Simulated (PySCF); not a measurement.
# Bond lengths and vibrations by method: BFH2O2

Calculated results; nothing here was measured. The program is PySCF 2.14.0, an open-source quantum chemistry code, run on an isolated molecule that a program drew, which may never have been made. The molecule is BFH2O2 (charge 0, singlet), drawn as the SMILES string `OB(O)F`.

The geometry was optimised and harmonic frequencies were computed with HF and MP2, all in the cc-pVDZ basis, for the commonest isotopes, with a restricted reference for singlets and an unrestricted one otherwise, and a frozen core in MP2. Each result is a local minimum of its method.

Geometry at the HF minimum:
```xyz
6
BFH2O2, angstrom
O    -1.2717   -0.8501   -0.9153
B    -0.1199   -1.5284   -1.0458
O     0.0238   -2.4484   -2.0136
F     0.8976   -1.2844   -0.2007
H    -1.2595   -0.2301   -0.2021
H     0.8738   -2.8617   -2.0108
```

Lengths of the bonds as drawn, in Å (atoms numbered as above):
| bond | HF | MP2 |
|---|---|---|
| O1-B2 | 1.343 | 1.363 |
| B2-O3 | 1.343 | 1.363 |
| B2-F4 | 1.345 | 1.364 |
| O1-H5 | 0.945 | 0.966 |
| O3-H6 | 0.945 | 0.966 |

Rotational constants, in GHz:
| constant | HF | MP2 |
|---|---|---|
| A | 10.46 | 10.05 |
| B | 9.923 | 9.782 |
| C | 5.091 | 4.957 |

Harmonic frequencies in cm^-1, each column in rising order, so a row needn't be the same motion in every method:
```
rank,HF,MP2
1,468,440
2,486,459
3,498,471
4,555,545
5,750,696
6,917,?
7,1087,1043
8,1103,1044
9,1489,1425
10,1589,1521
11,4178,3898
12,4180,3899
```

**Estimate the missing MP2 frequency from the HF column.**

A single factor s that minimises the squared misfit of MP2 against s times HF over the other rows is sum(HF x MP2) / sum(HF^2) = 0.9371, with an rms misfit of 19 cm^-1. For rank 6 it gives 0.9371 x 917 = 859 cm^-1. The calculation gives 868 cm^-1, 9 cm^-1 above the estimate. The drawn bonds are on average 1.8 % longer in MP2 than in HF.
